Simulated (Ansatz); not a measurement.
`[F][W]([F])([F])(=[S])[Cl]` + H₂O → `[OH][W]([F])([F])(=[S])[Cl]` + H–F at 600 K and 1 bar (formal hydrolysis of a W–F bond).

Isolated molecules relaxed with PBE0-D4/def2-TZVP in Ansatz; ΔE leaves out vibrations. CCSD(T)/CBS is the MP2 limit (def2-TZVPP, def2-QZVPP) plus CCSD(T) − MP2 in def2-TZVPP, frozen cores. This one scheme is used for every species. def2 core potentials past Kr. For W outer-core shells are correlated without core-valence functions, which leaves a few kJ/mol of doubt a bond. Each species was taken in one conformer, which may not be the lowest.

| species | CCSD(T)/CBS energy (Eh) | H − E (kJ/mol) | S (J/(mol·K)) |
| --- | --- | --- | --- |
| `[F][W]([F])([F])(=[S])[Cl]` | -1224.11335 | 85.0 | 456.1 |
| H₂O | -76.37941 | 76.8 | 212.8 |
| `[OH][W]([F])([F])(=[S])[Cl]` | -1200.06687 | 120.1 | 476.1 |
| H–F | -100.39570 | 42.3 | 194.0 |

H − E and S are ideal-gas, rigid-rotor, harmonic terms from PBE0-D4/def2-TZVP, for one conformer and one mirror image of each species. 1 Eh = 2625.50 kJ/mol, R = 8.31446 J/(mol·K).

Problem. By hand: ΔE, ΔH, ΔS and ΔG.

Solution. ΔE = (-1200.06687) + (-100.39570) − (-1224.11335) − (-76.37941) = 0.03019 Eh = 79.3 kJ/mol. Δ(H − E) = 120.1 + 42.3 − 85.0 − 76.8 = 0.6, so ΔH = 79.9 kJ/mol. ΔS = 476.1 + 194.0 − 456.1 − 212.8 = 1.2 J/(mol·K). ΔG = 79.9 − 600 × (1.2)/1000 = 79.2 kJ/mol.

Problem. By hand: the equilibrium constant, and the temperature at which ΔG would vanish if ΔH and ΔS stayed fixed.

Solution. log₁₀ K = −ΔG/(RT ln 10) = -6.9. ΔG = 0 at ΔH/ΔS = 66583 K, far beyond where these terms or the molecules hold.

The number of gas molecules stays the same, so ΔS is small and ΔH decides. A doubt of 5 kJ/mol in ΔE shifts log₁₀ K by 0.4 here. Other conformers and mirror images would add mixing entropy, several J/(mol·K) or more a flexible species. These are equilibria of isolated gas molecules and say nothing of rates. Largest T1 diagnostic: 0.022 (customary marks: 0.02 for closed shells, 0.045 for open ones).
